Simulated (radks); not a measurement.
The numbers below are computed, except where a source is named.
Problem. The mean radii <r> (bohr) of the occupied orbitals of an atom or ion are listed with their occupations. Level of theory: scalar-relativistic Kohn-Sham, LB94 model potential, spin-polarised, spherical densities, finite nucleus; Fermi nuclear charge, rms radius of each element as measured or else 0.836 A^(1/3) + 0.57 fm (a radial shooting solver on a logarithmic mesh with Libxc functionals).

| orbital | occ. | <r> |
|---|---|---|
| 1s down | 1 | 0.02359 |
| 1s up | 1 | 0.02359 |
| 2s up | 1 | 0.09953 |
| 2s down | 1 | 0.09962 |
| 2p up | 3 | 0.08729 |
| 2p down | 3 | 0.08740 |
| 3s up | 1 | 0.2423 |
| 3s down | 1 | 0.2418 |
| 3p up | 3 | 0.2355 |

Name the element and its charge. Open shells, if any, are filled with parallel spins first.

Solution. Z = 60, neodymium, charge +45: Nd45+ in [Ne] 3s2 3p3. The 1s radius gives Z: for a bare nucleus <r> = (2 gamma + 1)/(2Z) with gamma = sqrt(1 - (Z/c)^2), 0.02332 bohr for Z = 60, and screening makes it slightly larger (0.02359 here). The occupations add up to 15, and the charge is Z minus that.
